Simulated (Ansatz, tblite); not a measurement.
Forces on Ni₂H₃⁺ at its PBE0-D4/def2-TZVP geometry. The state is a singlet with charge 1.

The xTB rows come from tblite. The restricted singlet is unstable towards broken spin symmetry at other levels; at PBE-D4/def2-TZVP this wasn't settled. At PBE-D4/def2-TZVP an occupied level lies above an empty one. In the singlet, H3 and H5 lie 0.82 Å apart (atoms count from 1), so H2 has formed as a molecule. Another isomer (triplet) lies 2.33 eV lower at PBE0-D4/def2-TZVP; other spin states weren't run for this one.

GFN1-xTB (tblite), largest force 1.96 eV/Å:

```xyz
5
positions Å, forces eV/Å
Ni    0.227    0.550    0.122   -1.734   -0.910   -0.098
Ni   -1.564   -0.696   -0.058    0.635    0.936    0.189
H     1.495   -0.404    0.210    0.348    0.233   -0.815
H    -1.592    0.753    0.313    0.284   -0.092   -0.046
H     1.435   -0.203   -0.587    0.467   -0.167    0.770
```

GFN2-xTB (tblite), largest force 2.70 eV/Å:

```
Ni -0.850 -0.086 0.044
Ni -0.262 -0.084 -0.001
H 0.713 -0.710 2.506
H 0.074 0.296 0.069
H 0.324 0.584 -2.617
```

PBE-D4/def2-TZVP (Ansatz), largest force 0.58 eV/Å:

```
Ni 0.275 0.365 0.071
Ni -0.271 -0.294 -0.054
H -0.008 -0.176 0.552
H 0.098 -0.002 -0.008
H -0.094 0.107 -0.561
```
